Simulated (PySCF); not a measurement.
PySCF 2.14 calculation with σ from GIAO-PBE0/pcSseg-1 and geometry from GFN2-xTB; rapidly exchanging positions averaged, in vacuum, non-relativistic Hamiltonian, one conformer.

δ = σ(ref) − σ, references computed at the same level: TMS for ¹H (σref 31.72), ¹³C (σref 186.93). Shifts are as computed. Against solution values, carbons near 30 ppm lie about +3 ppm off and those near 130 ppm about +5 ppm. Of 1211 compounds with measured shifts, 218 miss one by over three times the rms of a fit or turn the order of signals round; such compounds aren't used in these exercises.

(1) Order these molecules by the shift of their most shielded carbon-bound hydrogen, lowest δ first.
A. C[C@H]1C=C[P@@](C)(=O)C=C1
B. CN(C)[SiH2]C=O
C. C=C/C(C)=N/[C@H]([SiH3])C=C
D. COC([SiH3])([SiH3])C(F)(F)F

(2) Order these molecules by the shift of their most shielded carbon, lowest δ first.
A. CN(C)[SiH2]C=O
B. C=C/C(C)=N/[C@H]([SiH3])C=C
C. C=C[C@@H]1C[P@]1(=O)C(=C)C
D. COC([SiH3])([SiH3])C(F)(F)F

(3) How many ¹³C and ¹H signals does each give (equivalence by symmetry and fast rotation, but not about amide C–N or C=N bonds)? `C[C@H]1C=C[P@@](C)(=O)C=C1`, `C=C[C@@H]1C[P@]1(=O)C(=C)C`, `COC([SiH3])([SiH3])C(F)(F)F`, `C=C/C(C)=N/[C@H]([SiH3])C=C`, `CN(C)[SiH2]C=O`

Answers

(1) A (1.33 ppm, hydrogen on a methyl carbon bonded to P), C (1.98 ppm, hydrogen on a methyl carbon), B (2.72 ppm, hydrogen on a methyl carbon bonded to N), D (3.74 ppm, hydrogen on a methyl carbon bonded to O).

(2) B (11.7 ppm, methyl carbon), C (20.6 ppm, three-membered-ring carbon), A (41.9 ppm, methyl carbon bonded to N), D (60.4 ppm, methyl carbon bonded to O).

(3) C[C@H]1C=C[P@@](C)(=O)C=C1: 5 C, 5 H; C=C[C@@H]1C[P@]1(=O)C(=C)C: 7 C, 9 H; COC([SiH3])([SiH3])C(F)(F)F: 3 C, 2 H; C=C/C(C)=N/[C@H]([SiH3])C=C: 7 C, 9 H; CN(C)[SiH2]C=O: 2 C, 3 H.
